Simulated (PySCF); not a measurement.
**Static response to an electric field**

Compound: 1,1,1,3-tetrafluoropropane, C₃H₄F₄.
Structure used (PBE0-D3(BJ)/def2-SVP), in Å, numbered top down from 1:
```xyz
11
C3H4F4 angstrom
F      1.2197   -2.0579   -0.4399
C      1.0512   -0.7266   -0.1728
C     -0.4302   -0.4219   -0.0847
C     -0.7187    1.0228    0.2206
F     -0.1711    1.3973    1.3846
F     -2.0299    1.2488    0.3030
F     -0.2274    1.8349   -0.7245
H      1.5231   -0.1349   -0.9747
H      1.5542   -0.4849    0.7779
H     -0.9241   -0.6731   -1.0348
H     -0.8919   -1.0303    0.7065
```

Level: wB97X-D/def2-SVPD (PySCF), static field, nuclei fixed, core orbitals frozen in the response. The polarisability tensor in these axes (au):

```
x   42.09 -2.10 -0.50
y   -2.10 42.34  0.80
z   -0.50  0.80 38.75
```

Question: Give the principal values, the mean and the anisotropy Δα = √{½[(α1 − α2)² + (α2 − α3)² + (α1 − α3)²]}.

Answer: Principal values 38.58, 40.14 and 44.47 au; mean 41.06 au = 6.08 Å³ = 6.77 × 10⁻⁴⁰ C²·m²/J; Δα = 5.28 au (13 % of the mean).

Question: What is the dipole moment, and where does it point?

Answer: (0.12, -0.40, -0.10) D, 0.43 D in size, pointing from the negative to the positive side. Measured along this direction, the outermost atoms are F6 at the negative end and F1 at the positive end.

Question: What are the principal values of the traceless quadrupole moment, Θ = ½Σq(3rr − r²1), about the centre of nuclear charge?

Answer: -9.23, 4.09, 5.14 D·Å. The values depend on the origin, since the dipole doesn't vanish. The electronic extent ⟨r²⟩ about the same centre is 809 bohr², a root-mean-square distance of 1.98 Å for the 58 electrons.

Question: Sum over states: ᾱ = Σ f/ω², ω in Eh. What share falls to these 10 lowest TDDFT singlets (eV, f)? 9.71, 0.0095; 10.10, 0.0033; 10.22, 0.0003; 10.52, 0.0028; 10.90, 0.0883; 11.07, 0.0750; 11.22, 0.0673; 11.28, 0.0143; 11.30, 0.1082; 11.71, 0.0009.

Answer: They add up to 2.23 au, 5.4 % of the 41.06 au; the largest single term is 0.63 au, from the state at 11.30 eV. Terms in order: 0.07, 0.02, 0.00, 0.02, 0.55, 0.45, 0.40, 0.08, 0.63, 0.01 au. Higher excitations give the rest. The strengths listed sum to 0.370.

Question: What depolarisation ratio follows for Rayleigh scattering of linearly polarised light, taking the static tensor?

Answer: ρ = 3Δα²/(45ᾱ² + 4Δα²) = 83.6/(75875 + 111.5) = 0.0011.

Question: What molar refraction does this α imply?

Answer: Lorentz–Lorenz: R = (4π/3)N_A α = 2.5225 cm³/(mol·Å³) × 6.08 Å³ = 15.3 cm³/mol, in the limit of long wavelengths.

Geometry: PBE0-D3(BJ)/def2-SVP, one conformer, isolated molecule.

Note: wB97X-D ran without an empirical dispersion term, which enters the total energy and its gradient alone.
